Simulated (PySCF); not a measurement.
How the method moves the HOMO and LUMO of `FC1CCCCC1`

Compound: C6H11F.
Geometry (PBE0-D3(BJ)/def2-SVP, Å), atoms numbered from 1 in this order:
```xyz
18
C6H11F angstrom
F      1.7776   -0.2726    1.1780
C      1.4277   -0.0578   -0.1498
C      0.5699   -1.2217   -0.6142
C     -0.7633   -1.2645    0.1261
C     -1.5053    0.0640    0.0119
C     -0.6388    1.2224    0.4976
C      0.6943    1.2686   -0.2427
H      2.3693   -0.0191   -0.7252
H      1.1304   -2.1595   -0.4746
H      0.4001   -1.1091   -1.6992
H     -0.5672   -1.4820    1.1894
H     -1.3825   -2.0918   -0.2553
H     -2.4488    0.0264    0.5796
H     -1.7852    0.2357   -1.0440
H     -1.1688    2.1812    0.3838
H     -0.4371    1.0994    1.5750
H      0.5300    1.4946   -1.3108
H      1.3415    2.0655    0.1561
```

Basis pcSseg-1 throughout (PySCF), one geometry. The structure is a single PBE0-D3(BJ)/def2-SVP conformer in the gas phase; no vibrational or solvent corrections.

**Question.** How do the orbital energies, the gap and the dipole change with the method?

**Answer.** 
```csv
method,kind,HOMO (eV),LUMO (eV),gap (eV),μ (D),SCF cycles
OPBE,GGA,-7.00,0.68,7.68,1.58,14
B97-D,GGA,-7.09,0.58,7.67,1.62,14
BP86,GGA,-7.16,0.50,7.66,1.60,13
B97-2,global hybrid,-8.25,1.29,9.55,1.71,12
PBE0,global hybrid,-8.50,1.27,9.77,1.71,12
mPW1PW91,global hybrid,-8.54,1.29,9.84,1.73,12
BHandHLYP,global hybrid,-9.86,1.97,11.83,1.83,12
CAM-B3LYP,range-separated hybrid,-9.91,2.12,12.03,1.74,12
HF,Hartree–Fock,-11.90,4.14,16.04,1.96,10
```

The HOMO spans 4.91 eV, from OPBE down to HF, and the gap runs from 7.66 eV (BP86) to 16.04 eV (HF). Over the methods OPBE (0 %), B97-D (0 %), BP86 (0 %), B97-2 (21 %), PBE0 (25 %), mPW1PW91 (25 %), BHandHLYP (50 %), HF (100 %), a straight line through the gap against the share of exact exchange rises by 0.84 eV for each 10 % (correlation coefficient 1.000). The dipole ranges from 1.58 D (OPBE) to 1.96 D (HF). This basis has no diffuse functions.

The vertical ΔSCF ionisation energy at B3LYP/def2-SVPD is 10.43 eV; −ε(HOMO) comes closest to it with CAM-B3LYP (9.91 eV).
